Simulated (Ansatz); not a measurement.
`BC(F)(F)F`. The species carries charge 0 and has multiplicity 1. Geometry: relaxed with PBE0-D4/def2-TZVP.

```xyz
7

B     0.342    0.590   -0.682
C    -0.177   -0.381    0.474
F     0.536   -1.506    0.629
F    -0.269    0.185    1.686
F    -1.429   -0.746    0.105
H     0.891    0.108   -1.619
H     0.106    1.751   -0.592
```

Problem. What is the dipole moment at ωB97M-V/def2-TZVPP? (An estimate is asked.)

Solution. The calculation gave: 1.88 D, with components (0.79, 1.16, -1.25) D in this frame, pointing from negative to positive charge.

Problem. And with PBE, r2SCAN, B3LYP? (Best estimate.)

Solution. Ansatz gave: PBE 1.62 D, r2SCAN 1.75 D, B3LYP 1.87 D.

Problem. Give the Mulliken charges with ωB97M-V, r2SCAN, B3LYP in def2-TZVPP. (An estimate is asked.)

Solution. Ansatz gave: 
```
atom  ωB97M-V  r2SCAN  B3LYP
  B1    -0.17   -0.02  -0.13
  C2     0.48    0.47   0.53
  F3    -0.17   -0.18  -0.18
  F4    -0.17   -0.18  -0.18
  F5    -0.18   -0.18  -0.19
  H6     0.11    0.04   0.07
  H7     0.11    0.04   0.07
```

B3LYP here is the variant with VWN-RPA as its local correlation; programs differ in this.
